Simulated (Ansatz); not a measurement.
`F[Si]1(Cl)[O][AlH]1`, relaxed with RKS PBE-D4/def2-SVP in Ansatz from a rough embedded geometry. The force threshold is 0.03 eV/Å; the program also tests the step.

The species carries charge 0 and has multiplicity 1.

Start:

```xyz
6

F     1.216   -1.850    0.141
Si    0.527   -0.358    0.493
Cl    1.226    0.514    2.232
O     0.708    0.802   -0.769
Al   -1.108    0.672   -0.776
H    -2.569    0.221   -1.321
```

```tsv
step	energy (eV)	largest force (eV/Å)	largest move (Å)
1	-31750.6895	1.623	0.000
2	-31751.1475	0.731	0.199
3	-31751.3585	0.722	0.195
4	-31751.4207	0.596	0.104
5	-31751.4248	0.542	0.067
6	-31751.4374	0.180	0.028
7	-31751.4395	0.068	0.011
8	-31751.4403	0.023	0.010
```

End:

```xyz
6

F     1.484   -1.695    0.257
Si    0.540   -0.394    0.547
Cl    1.353    0.502    2.229
O     0.449    0.643   -0.800
Al   -1.287    0.245   -0.682
H    -2.540    0.698   -1.551
```

Run time 10 s (2 threads of an Intel Xeon Platinum 8488C on a shared host); peak host memory 0.19 GiB.
